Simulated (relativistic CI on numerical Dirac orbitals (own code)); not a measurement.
## Bi26+: computed level list

Computed by Dirac-Coulomb-Breit CI, KLI orbitals optimised for each configuration, QED by a radiative potential, unscaled Slater integrals (own radial code, finite nucleus).

Configuration list (outside the closed core [Ar] 3d10): 4s²4p⁶4d¹⁰4f¹¹, 4s²4p⁶4d¹⁰4f¹⁰5s, 4s²4p⁶4d¹⁰4f⁹5s², 4s²4p⁶4d⁹4f¹², 4s²4p⁶4d¹⁰4f¹⁰5p, 4s²4p⁶4d⁸4f¹³, 4s²4p⁶4d¹⁰4f¹⁰5d, 4s²4p⁵4d¹⁰4f¹², 4s²4p⁶4d¹⁰4f¹⁰6s, 4s²4p⁴4d¹⁰4f¹³, 4p⁶4d¹⁰4f¹³, 4s4p⁶4d⁹4f¹³, 4s4p⁶4d¹⁰4f¹¹5s, 4s4p⁶4d¹⁰4f¹¹6s. Levels of other configurations are missing.

The lowest level is 4s²4p⁶4d¹⁰4f¹¹ ⁴I°15/2, with 90 % of that term; Hund's rules for 4s²4p⁶4d¹⁰4f¹¹ give ⁴I° with J = 15/2, in agreement.

| No. | Configuration | Term | J | E (eV) | % | Next component (%) | jj configuration (%) |
| --- | --- | --- | --- | --- | --- | --- | --- |
| 1 | 4s²4p⁶4d¹⁰4f¹¹ | ⁴I° | 15/2 | 0.0000 | 90 | 10 ²K° | 4f7/2^5 (87) |
| 2 | 4s²4p⁶4d¹⁰4f¹¹ | ²G° | 9/2 | 3.6631 | 42 | 36 ⁴F° | 4f7/2^5 (97) |
| 3 | 4s²4p⁶4d¹⁰4f¹¹ | ²H° | 11/2 | 4.3976 | 55 | 21 ⁴G° | 4f7/2^5 (78) |
| 4 | 4s²4p⁶4d¹⁰4f¹¹ | ⁴I° | 13/2 | 5.0714 | 97 | 3 ²K° | 4f5/2^5 4f7/2^6 (95) |
| 5 | 4s²4p⁶4d¹⁰4f¹¹ | ²P° | 3/2 | 5.5986 | 36 | 29 ²D° | 4f7/2^5 (94) |
| 6 | 4s²4p⁶4d¹⁰4f¹¹ | ⁴I° | 9/2 | 8.0671 | 34 | 32 ⁴F° | 4f5/2^5 4f7/2^6 (91) |
| 7 | 4s²4p⁶4d¹⁰4f¹¹ | ²D° | 5/2 | 8.7188 | 48 | 41 ⁴F° | 4f7/2^5 (63) |
| 8 | 4s²4p⁶4d¹⁰4f¹¹ | ⁴G° | 11/2 | 9.0245 | 48 | 48 ⁴I° | 4f5/2^5 4f7/2^6 (61) |
| 9 | 4s²4p⁶4d¹⁰4f¹¹ | ⁴F° | 7/2 | 9.3456 | 83 | 14 ²G° | 4f5/2^5 4f7/2^6 (88) |
| 10 | 4s²4p⁶4d¹⁰4f¹¹ | ⁴S° | 3/2 | 9.8777 | 46 | 28 ⁴F° | 4f5/2^5 4f7/2^6 (95) |
| 11 | 4s²4p⁶4d¹⁰4f¹¹ | ²G° | 7/2 | 10.6803 | 35 | 32 ⁴G° | 4f7/2^5 (60) |
| 12 | 4s²4p⁶4d¹⁰4f¹¹ | ²K° | 15/2 | 10.8320 | 78 | 12 ²L° | 4f5/2^5 4f7/2^6 (80) |
| 13 | 4s²4p⁶4d¹⁰4f¹¹ | ⁴G° | 9/2 | 11.3127 | 57 | 20 ⁴F° | 4f5/2^5 4f7/2^6 (87) |
| 14 | 4s²4p⁶4d¹⁰4f¹¹ | ²H° | 11/2 | 12.5422 | 50 | 30 ⁴I° | 4f5/2^4 4f7/2^7 (72) |
| 15 | 4s²4p⁶4d¹⁰4f¹¹ | ²P° | 1/2 | 12.9047 | 87 | 13 ⁴D° | 4f5/2^5 4f7/2^6 (96) |
| 16 | 4s²4p⁶4d¹⁰4f¹¹ | ²D° | 5/2 | 12.9558 | 43 | 28 ⁴D° | 4f5/2^5 4f7/2^6 (64) |
| 17 | 4s²4p⁶4d¹⁰4f¹¹ | ²K° | 13/2 | 13.5910 | 59 | 40 ²I° | 4f5/2^5 4f7/2^6 (86) |
| 18 | 4s²4p⁶4d¹⁰4f¹¹ | ⁴I° | 9/2 | 13.8004 | 40 | 31 ⁴G° | 4f5/2^4 4f7/2^7 (74) |
| 19 | 4s²4p⁶4d¹⁰4f¹¹ | ⁴F° | 3/2 | 14.0936 | 34 | 21 ²D° | 4f5/2^5 4f7/2^6 (61) |
| 20 | 4s²4p⁶4d¹⁰4f¹¹ | ⁴G° | 5/2 | 14.5642 | 46 | 19 ²F° | 4f5/2^5 4f7/2^6 (85) |
| 21 | 4s²4p⁶4d¹⁰4f¹¹ | ⁴D° | 7/2 | 14.9485 | 74 | 13 ²G° | 4f5/2^5 4f7/2^6 (70) |
| 22 | 4s²4p⁶4d¹⁰4f¹¹ | ²I° | 11/2 | 15.0772 | 56 | 36 ²H° | 4f5/2^5 4f7/2^6 (90) |
| 23 | 4s²4p⁶4d¹⁰4f¹¹ | ²L° | 17/2 | 15.6186 | 100 |  | 4f5/2^5 4f7/2^6 (100) |
| 24 | 4s²4p⁶4d¹⁰4f¹¹ | ⁴G° | 7/2 | 16.5641 | 50 | 39 ²G° | 4f5/2^4 4f7/2^7 (90) |
| 25 | 4s²4p⁶4d¹⁰4f¹¹ | ²D° | 5/2 | 16.7864 | 45 | 27 ⁴F° | 4f5/2^4 4f7/2^7 (90) |
| 26 | 4s²4p⁶4d¹⁰4f¹¹ | ⁴D° | 3/2 | 17.6914 | 36 | 23 ²D° | 4f5/2^4 4f7/2^7 (64) |
| 27 | 4s²4p⁶4d¹⁰4f¹¹ | ²H° | 9/2 | 18.1028 | 80 | 19 ²G° | 4f5/2^5 4f7/2^6 (72) |
| 28 | 4s²4p⁶4d¹⁰4f¹¹ | ²I° | 13/2 | 18.3010 | 60 | 38 ²K° | 4f5/2^4 4f7/2^7 (81) |
| 29 | 4s²4p⁶4d¹⁰4f¹¹ | ²D° | 3/2 | 19.7118 | 41 | 22 ²P° | 4f5/2^4 4f7/2^7 (81) |
| 30 | 4s²4p⁶4d¹⁰4f¹¹ | ²H° | 9/2 | 19.9441 | 52 | 22 ²G° | 4f5/2^3 4f7/2^8 (81) |

Energies count from the lowest computed level; ° marks odd parity. Filled j subshells are mostly left out of the jj labels.

The mean weight of the leading LS term, summed over parents, in these 30 levels is 57 %, and that of the leading jj configuration (from the same eigenvectors) 81 %, so jj coupling describes them better and the LS labels are nominal.

At this charge transitions that keep the count of f electrons are usually good to a few per cent. Terms inside the open d or f shell come out 10 to 20 % too wide with unscaled integrals. Levels that differ in their count of f electrons can be misplaced by several ten thousand cm⁻¹, since the correlation energy of f electrons is missing or only estimated; rates across such gaps can be off by orders of magnitude.

LS names give the leading component of a level, which can be under half, so a name can repeat, a term be missing and a line seem to break the LS rules.
